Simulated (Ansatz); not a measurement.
Start from `[NH2][In]([OH])[O][SiH3]` and change one atom or group to get `[NH2][In]([OH])[SH]`.

Ansatz, PBE0-D4/def2-TZVP geometries, multiplicity 1. Each molecule was computed in one conformer, which needn't be the lowest.

Elements past krypton have def2 core potentials.

```
                                          property  `[NH2][In]([OH])[O][SiH3]`
                 HOMO energy (PBE/def2-TZVPP) / eV                       -6.47
    size of the dipole moment (PBE/def2-TZVPP) / D                        1.96
  size of the dipole moment (B3LYP/def2-TZVPP) / D                        1.91
               HOMO–LUMO gap (PBE/def2-TZVPP) / eV                        3.87
size of the dipole moment (ωB97M-V/def2-TZVPP) / D                        1.92
               HOMO energy (B3LYP/def2-TZVPP) / eV                       -7.64
```

Problem. Give the same properties after the change, and the shifts. (Best estimate.)

Solution. Computed: 
```json
{"property": "HOMO energy (PBE/def2-TZVPP) / eV", "`[NH2][In]([OH])[SH]`": "-6.07", "shift": "0.40"}
{"property": "size of the dipole moment (PBE/def2-TZVPP) / D", "`[NH2][In]([OH])[SH]`": "1.62", "shift": "-0.34"}
{"property": "size of the dipole moment (B3LYP/def2-TZVPP) / D", "`[NH2][In]([OH])[SH]`": "1.69", "shift": "-0.22"}
{"property": "HOMO–LUMO gap (PBE/def2-TZVPP) / eV", "`[NH2][In]([OH])[SH]`": "3.83", "shift": "-0.04"}
{"property": "size of the dipole moment (ωB97M-V/def2-TZVPP) / D", "`[NH2][In]([OH])[SH]`": "1.70", "shift": "-0.22"}
{"property": "HOMO energy (B3LYP/def2-TZVPP) / eV", "`[NH2][In]([OH])[SH]`": "-7.16", "shift": "0.48"}
```

With PBE0 the HOMO rises by 0.47 eV and the LUMO rises by 0.32 eV, so the gap narrows by about 0.15 eV. PBE moves the HOMO by 0.40 eV and ωB97M-V by 0.57 eV. The zero-point energy changes by -52.8 kJ/mol with -9 modes. Dipoles are sizes alone; their direction can turn.

Positive LUMOs are unbound, so they and the gaps depend on the basis.

B3LYP here is the variant with VWN-RPA as its local correlation; programs differ in this.
